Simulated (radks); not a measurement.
The numbers below are computed, except where a source is named.
Coulomb parameter of the 4f shell of the terbium ion Tb+ in the model configuration [Xe] 4f9 6s1, as a second difference U = [E(n + 0.5) + E(n - 0.5) - 2 E(n)] / (0.5)^2 with all orbitals relaxed. "Bare": the charge of the atom changes with n. "Screened": the 6s shell takes up the change at fixed total charge, which measures U(4f,4f) + U(6s,6s) - 2 U(4f,6s). Code: a radial shooting solver on a logarithmic mesh with Libxc functionals. Model: Dirac Kohn-Sham, PBE, spin-unpolarised, spherical densities, finite nucleus; open shells are shared between the two j in proportion to 2j + 1; Fermi nuclear charge, rms radius 5.06 fm.

case              configuration  E - E(n) (eV)
start              [Xe] 4f9 6s1          0.000
bare +0.5        [Xe] 4f9.5 6s1         -3.016
bare -0.5        [Xe] 4f8.5 6s1          6.547
screened +0.5  [Xe] 4f9.5 6s0.5          0.352
screened -0.5  [Xe] 4f8.5 6s1.5          1.072

U(bare) = 14.124 eV, U(screened by 6s) = 5.695 eV.
